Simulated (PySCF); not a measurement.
# Worked example: oscillator strength and radiative lifetime

C2H5F3Si, SMILES CC[Si](F)(F)F.

The structure is a stationary point at B3LYP-D3(BJ)/def2-SVP. One conformer was computed; it need not be the lowest.

TDDFT-PBE/def2-SVPD run with PySCF puts the first singlet state with f over 0.02 at 7.75 eV (vertical), with the transition dipole (0.319, 0.211, -0.040) in atomic units.

Find the oscillator strength, the wavelength and the radiative lifetime that this transition would have in vacuum if emission retraced absorption.


|μ|² = 0.1479 au, so |μ| = 0.98 D. ΔE = 7.75/27.211 = 0.2848 hartree. f = (2/3) ΔE |μ|² = 0.028 (the program prints 0.028).
λ = 1239.84/7.75 = 160 nm; ν = 62508 cm⁻¹.
Einstein's coefficient A = 0.6670 ν² f s⁻¹ (ν in cm⁻¹) = 7.3e7 s⁻¹, so τ = 1/A = 14 ns. This state is S1. The figure is the radiative limit of this one transition; relaxation, internal conversion, crossing to triplets and a medium change what is measured.
